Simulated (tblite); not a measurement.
C₃H₆BClO.
Structure used (GFN2-xTB), in Å, numbered top down from 1:
```xyz
12
C3H6BClO angstrom
C     -0.4497    1.5071   -0.5347
C     -0.3489    0.2179   -0.2630
C     -1.2612   -0.5656    0.6254
O      0.6508   -0.5492   -0.8426
B      1.8580   -0.7914   -0.3786
Cl     2.4110   -0.1492    1.1384
H      0.2577    2.0034   -1.1753
H     -1.2455    2.0990   -0.1237
H     -1.6539   -1.4273    0.0876
H     -0.7040   -0.9327    1.4873
H     -2.0828    0.0541    0.9690
H      2.5695   -1.4669   -1.0159
```

Level: GFN2-xTB in tblite, geometry and Hessian alike; calculated harmonic values, unscaled, isolated species. Errors from tens to a few hundred cm⁻¹ against measured bands are possible. Modes of hydrogen on boron can be 10 to 20 % off. One conformer, not necessarily the lowest. The optimisation stopped once no atom felt more than 0.01 eV/Å.

Lowest wavenumbers of the output (negative numbers stand for imaginary wavenumbers):
```
mode    cm-1
  1     -21.3
  2     101.1
  3     134.1
  4     214.0
  5     370.3
  6     388.1
  7     490.8
  8     531.0
  9     670.9
 10     720.1
```

**Question.** Is this structure a minimum?

**Answer.** Not by this Hessian. 1 mode is imaginary beyond 20i (21i cm⁻¹), so at this level the point lies at or near a first-order saddle. The curvature is small, so loose convergence or finite differences may be the whole cause.

**Question.** Which atoms move in the imaginary mode?

**Answer.** 21i: C3 (allylic carbon) 26 %, C1 (terminal =CH2 carbon) 24 %, Cl6 (chlorine bonded to B) 17 %. These are shares of the mass-weighted motion.

**Question.** What is the remedy?

**Answer.** Step along that mode in both directions, optimise again with tighter thresholds and repeat the frequencies. The zero-point energy of this point (54.4 kcal/mol) counts the 29 real modes alone, and thermal corrections from it aren't those of a minimum.
